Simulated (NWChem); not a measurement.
System: CAgIO; SMILES [O+]#[C-]->[Ag][I]

Here is an NWChem input.

```
start job
memory heap 200 mb stack 900 mb global 1100 mb
geometry units angstroms noautoz
  Ag    -0.007748    -0.832723     0.000000
  I      0.018459     1.729012     0.000000
  O     -0.056100    -3.997273     0.000000
  C     -0.036082    -2.871040     0.000000
end
basis spherical
  * library def2-svp
end
ecp
  Ag library def2-ecp
  I library def2-ecp
end
dft
  xc m06-2x
  iterations 150
  mulliken
end
task dft gradient
```

Parts of the log:

```
             Northwest Computational Chemistry Package (NWChem) 7.3.0
             --------------------------------------------------------

 CS  symmetry detected

                             Geometry "geometry" -> ""
                             -------------------------

 Output coordinates in angstroms (scale by  1.889725989 to convert to a.u.)

  No.       Tag          Charge          X              Y              Z
 ---- ---------------- ---------- -------------- -------------- --------------
    1 Ag                  47.0000     0.00293102    -0.86165447     0.00000000
    2 I                   53.0000    -0.00127918     1.70021112     0.00000000
    3 O                    8.0000    -0.00784504    -4.02655549     0.00000000
    4 C                    6.0000    -0.00120015    -2.90016421     0.00000000

 Effective nuclear repulsion energy (a.u.)     748.9189994570

      Symmetry information
      --------------------

 Group name             Cs
 Group number              2
 Group order               2
 No. of unique centers     4

                                 NWChem DFT Module
                                 -----------------

 Summary of "ao basis" -> "ao basis" (spherical)
 ------------------------------------------------------------------------------
       Tag                 Description            Shells   Functions and Types
 ---------------- ------------------------------  ------  ---------------------
 Ag                         def2-svp                11       31   5s3p2d1f
 I                          def2-svp                10       26   4s4p2d
 O                          def2-svp                 6       14   3s2p1d
 C                          def2-svp                 6       14   3s2p1d

      Symmetry analysis of basis
      --------------------------

        a'         59
        a"         26

            General Information
            -------------------
          SCF calculation type: DFT
          Wavefunction type:  closed shell.
          No. of atoms     :     4
          No. of electrons :    58
           Alpha electrons :    29
            Beta electrons :    29
          Charge           :     0
          Spin multiplicity:     1
          Use of symmetry is: on ; symmetry adaption is: on
          Maximum number of iterations: 150
          AO basis - number of functions:    85
                     number of shells:    33
          Convergence on energy requested:  1.00D-06
          Convergence on density requested:  1.00D-05
          Convergence on gradient requested:  5.00D-04

              XC Information
              --------------
                       M06-2X Method XC Functional
                     Hartree-Fock (Exact) Exchange  0.540
                        M06-2X Exchange Functional  1.000
                      M06-2X Correlation Potential  1.000

             Grid Information
             ----------------
          Grid used for XC integration:  medium
          Radial quadrature: Mura-Knowles
          Angular quadrature: Lebedev.
          Tag              B.-S. Rad. Rad. Pts. Rad. Cut. Ang. Pts.
          ---              ---------- --------- --------- ---------
          Ag                  1.60      123          10.0       590
          I                   1.40      123          12.0       590
          O                   0.60       49          14.0       434
          C                   0.70       49          12.0       434
          Grid pruning is: on
          Number of quadrature shells:   344
          Spatial weights used:  Erf1

      Superposition of Atomic Density Guess
      -------------------------------------

 Sum of atomic energies:        -627.09962427

      Non-variational initial energy
      ------------------------------

 Total energy =    -555.609603
 1-e energy   =   -1350.791831
 2-e energy   =     583.773772
 HOMO         =      -0.352602
 LUMO         =      -0.016258

      Symmetry analysis of molecular orbitals - initial
      -------------------------------------------------

  Numbering of irreducible representations:

     1 a'          2 a"

  Orbital symmetries:

     1 a'          2 a'          3 a'          4 a'          5 a"
     6 a'          7 a'          8 a'          9 a'         10 a"
    11 a'         12 a'         13 a"         14 a'         15 a"
    16 a'         17 a'         18 a'         19 a'         20 a'
    21 a"         22 a'         23 a"         24 a"         25 a'
    26 a'         27 a'         28 a"         29 a'         30 a'
    31 a"         32 a'         33 a'         34 a"         35 a'
    36 a'         37 a'         38 a'         39 a"

     ---------------------------------------------
      Total Density - Mulliken Population Analysis
     ---------------------------------------------

    Atom       Charge   Shell Charges
 -----------   ------   -------------------------------------------------------
    1 Ag  19    19.06  -0.49  1.68  0.81  0.77  0.13  5.98  0.17  0.05  9.27  0.68  0.00
    2 I   25    25.45   1.83  0.22  1.23  0.66  2.92  3.13  2.68  2.76  9.82  0.19
    3 O    8     8.30   1.99  1.14  0.62  2.89  1.65  0.02
    4 C    6     5.19   1.99  1.01  0.46  1.24  0.42  0.07

   convergence    iter        energy       DeltaE   RMS-Dens  Diis-err
 ---------------- ----- ----------------- --------- --------- ---------
 d= 0,ls=0.0,diis     1   -557.6234366409 -7.69D+02  1.92D-02  9.99D-01
 d= 0,ls=0.0,diis     2   -557.5116248831  1.12D-01  1.05D-02  2.50D+00
 d= 0,ls=0.0,diis     3   -557.7680670225 -2.56D-01  1.51D-03  1.15D-02
 d= 0,ls=0.0,diis     4   -557.7692347827 -1.17D-03  5.18D-04  4.13D-03
 d= 0,ls=0.0,diis     5   -557.7687036463  5.31D-04  3.50D-04  7.56D-04
  Resetting Diis
 d= 0,ls=0.0,diis     6   -557.7688172078 -1.14D-04  2.47D-04  4.33D-05
 d= 0,ls=0.0,diis     7   -557.7688339918 -1.68D-05  9.38D-05  5.72D-06
 d= 0,ls=0.0,diis     8   -557.7688353552 -1.36D-06  2.06D-05  2.82D-06
 d= 0,ls=0.0,diis     9   -557.7688356717 -3.17D-07  8.91D-06  6.49D-07

         Total DFT energy =     -557.768835671697
      One electron energy =    -1354.171230128620
           Coulomb energy =      635.109661888380
    Exchange-Corr. energy =      -50.115724581173
 Nuclear repulsion energy =      211.408457149716

 Numeric. integr. density =       57.999995002496

                  Occupations of the irreducible representations
                  ----------------------------------------------

                     irrep           alpha         beta
                     --------     --------     --------
                     a'               21.0         21.0
                     a"                8.0          8.0

                       DFT Final Molecular Orbital Analysis
                       ------------------------------------

 Vector   27  Occ=2.000000D+00  E=-3.154929D-01  Symmetry=a'
              MO Center= -3.5D-04,  1.2D+00,  3.0D-15, r^2= 2.9D+00
   Bfn.  Coefficient  Atom+Function         Bfn.  Coefficient  Atom+Function
  ----- ------------  ---------------      ----- ------------  ---------------
    43      0.510812  2 I  py                46      0.422766  2 I  py
     4     -0.386590  1 Ag s                 40     -0.211529  2 I  py
     2      0.206027  1 Ag s                 19     -0.175411  1 Ag d  2
    37     -0.172922  2 I  py                 3      0.119122  1 Ag s
     7      0.108092  1 Ag py                 1     -0.101343  1 Ag s

 Vector   28  Occ=2.000000D+00  E=-2.786623D-01  Symmetry=a"
              MO Center= -1.1D-03,  1.5D+00, -1.3D-14, r^2= 2.5D+00
   Bfn.  Coefficient  Atom+Function         Bfn.  Coefficient  Atom+Function
  ----- ------------  ---------------      ----- ------------  ---------------
    44      0.577617  2 I  pz                47      0.545457  2 I  pz
    41     -0.238500  2 I  pz                38     -0.194004  2 I  pz
    16     -0.137291  1 Ag d -1              14      0.071860  1 Ag pz
     8     -0.055877  1 Ag pz                11      0.052855  1 Ag pz
    66     -0.036233  3 O  pz                63     -0.035626  3 O  pz

 Vector   29  Occ=2.000000D+00  E=-2.786623D-01  Symmetry=a'
              MO Center= -9.6D-04,  1.5D+00, -6.6D-16, r^2= 2.5D+00
   Bfn.  Coefficient  Atom+Function         Bfn.  Coefficient  Atom+Function
  ----- ------------  ---------------      ----- ------------  ---------------
    42      0.577616  2 I  px                45      0.545456  2 I  px
    39     -0.238500  2 I  px                36     -0.194003  2 I  px
    15     -0.137291  1 Ag d -2              12      0.071859  1 Ag px
     6     -0.055876  1 Ag px                 9      0.052855  1 Ag px
    64     -0.036233  3 O  px                61     -0.035626  3 O  px

 Vector   30  Occ=0.000000D+00  E=-6.396891D-02  Symmetry=a"
              MO Center= -1.2D-03, -2.6D+00, -2.9D-13, r^2= 3.5D+00
   Bfn.  Coefficient  Atom+Function         Bfn.  Coefficient  Atom+Function
  ----- ------------  ---------------      ----- ------------  ---------------
    80      0.484066  4 C  pz                77      0.453504  4 C  pz
    66     -0.392066  3 O  pz                63     -0.357439  3 O  pz
    14      0.339055  1 Ag pz                16      0.211003  1 Ag d -1
    47     -0.157031  2 I  pz                 8     -0.123859  1 Ag pz
    11      0.119352  1 Ag pz                44     -0.082815  2 I  pz

 Vector   31  Occ=0.000000D+00  E=-6.396884D-02  Symmetry=a'
              MO Center= -1.0D-03, -2.6D+00,  2.5D-15, r^2= 3.5D+00
   Bfn.  Coefficient  Atom+Function         Bfn.  Coefficient  Atom+Function
  ----- ------------  ---------------      ----- ------------  ---------------
    78      0.484064  4 C  px                75      0.453499  4 C  px
    64     -0.392059  3 O  px                61     -0.357435  3 O  px
    12      0.339049  1 Ag px                15      0.211004  1 Ag d -2
    45     -0.157026  2 I  px                 6     -0.123858  1 Ag px
     9      0.119351  1 Ag px                42     -0.082813  2 I  px

 Vector   32  Occ=0.000000D+00  E= 6.848534D-03  Symmetry=a'
              MO Center=  2.1D-02, -8.4D-01,  3.0D-13, r^2= 7.5D+00
   Bfn.  Coefficient  Atom+Function         Bfn.  Coefficient  Atom+Function
  ----- ------------  ---------------      ----- ------------  ---------------
     5      1.359942  1 Ag s                 74     -0.722987  4 C  s
    46      0.428065  2 I  py                35     -0.308002  2 I  s
    19     -0.251107  1 Ag d  2              13     -0.215478  1 Ag py
    73     -0.208538  4 C  s                 43      0.195104  2 I  py
    34     -0.166505  2 I  s                  2     -0.165267  1 Ag s

     ---------------------------------------------
      Total Density - Mulliken Population Analysis
     ---------------------------------------------

    Atom       Charge   Shell Charges
 -----------   ------   -------------------------------------------------------
    1 Ag  19    18.78  -0.48  1.67  0.81  0.56  0.09  5.96  0.20  0.12  8.90  0.96  0.00
    2 I   25    25.36   1.83  0.22  1.29  0.62  2.93  3.12  2.60  2.75  9.81  0.21
    3 O    8     7.96   1.99  1.14  0.60  2.79  1.41  0.03
    4 C    6     5.90   1.99  1.09  0.51  1.69  0.54  0.08

     -------------------------------------------
      Total Density - Lowdin Population Analysis
     -------------------------------------------

    Atom       Charge   Shell Charges
 -----------   ------   -------------------------------------------------------
    1 Ag  19    19.28   0.00  0.93  1.01  0.46  0.26  5.60  0.67  0.37  8.57  1.41  0.00
    2 I   25    25.09   1.25  0.73  1.01  0.78  2.77  3.18  2.52  2.83  9.49  0.53
    3 O    8     7.87   1.98  0.93  0.61  2.63  1.69  0.04
    4 C    6     5.76   1.97  0.76  0.48  1.56  0.82  0.16

     Multipole analysis of the density
     ---------------------------------

     L   x y z        total         alpha         beta         nuclear
     -   - - -        -----         -----         ----         -------
     0   0 0 0     -0.000000    -29.000000    -29.000000     58.000000

     1   1 0 0      0.002413      0.044908      0.044908     -0.087402
     1   0 1 0     -2.604903     20.882541     20.882541    -44.369984
     1   0 0 1      0.000000      0.000000      0.000000      0.000000

     2   2 0 0    -42.714592    -21.358555    -21.358555      0.002518
     2   1 1 0     -0.006876     -0.309183     -0.309183      0.611491
     2   1 0 1      0.000000      0.000000      0.000000      0.000000
     2   0 2 0    -39.130904   -495.490788   -495.490788    951.850672
     2   0 1 1      0.000000      0.000000      0.000000      0.000000
     2   0 0 2    -42.714583    -21.357292    -21.357292      0.000000

            General Information
            -------------------
          SCF calculation type: DFT
          Wavefunction type:  closed shell.
          No. of atoms     :     4
          No. of electrons :    58
           Alpha electrons :    29
            Beta electrons :    29
          Charge           :     0
          Spin multiplicity:     1
          Use of symmetry is: on ; symmetry adaption is: on
          Maximum number of iterations: 150
          AO basis - number of functions:    85
                     number of shells:    33
          Convergence on energy requested:  1.00D-06
          Convergence on density requested:  1.00D-05
          Convergence on gradient requested:  5.00D-04

              XC Information
              --------------
                       M06-2X Method XC Functional
                     Hartree-Fock (Exact) Exchange  0.540
                        M06-2X Exchange Functional  1.000
                      M06-2X Correlation Potential  1.000

             Grid Information
             ----------------
          Grid used for XC integration:  medium
          Radial quadrature: Mura-Knowles
          Angular quadrature: Lebedev.
          Tag              B.-S. Rad. Rad. Pts. Rad. Cut. Ang. Pts.
          ---              ---------- --------- --------- ---------
          Ag                  1.60      123          10.0       590
          I                   1.40      123          12.0       590
          O                   0.60       49          14.0       434
          C                   0.70       49          12.0       434
          Grid pruning is: on
          Number of quadrature shells:   344
          Spatial weights used:  Erf1

          Convergence Information
          -----------------------
          Convergence aids based upon iterative change in
          total energy or number of iterations.
          Levelshifting, if invoked, occurs when the
          HOMO/LUMO gap drops below (HL_TOL):  1.00D-02
          DIIS, if invoked, will attempt to extrapolate
          using up to (NFOCK): 10 stored Fock matrices.

                    Damping( 0%)  Levelshifting(0.5)       DIIS
                  --------------- ------------------- ---------------
          dE  on:    start            ASAP                start
          dE off:    2 iters        150 iters           150 iters

                            NWChem DFT Gradient Module
                            --------------------------

  charge          =   0.00
  wavefunction    = closed shell

  Using symmetry

                         DFT ENERGY GRADIENTS

    atom               coordinates                        gradient
                 x          y          z           x          y          z
   1 Ag      0.005539  -1.628291   0.000000   -0.000028  -0.011078   0.000000
   2 I      -0.002417   3.212933   0.000000   -0.000006  -0.009373   0.000000
   3 O      -0.014825  -7.609087   0.000000   -0.000138  -0.017523   0.000000
   4 C      -0.002268  -5.480516   0.000000    0.000171   0.037973   0.000000
```

Level: M06-2X/def2-SVP with def2 effective core potentials on Ag, I. Coordinates come from a PBE0/def2-SVP optimisation. def2 effective core potentials on Ag, I; no spin-orbit coupling.
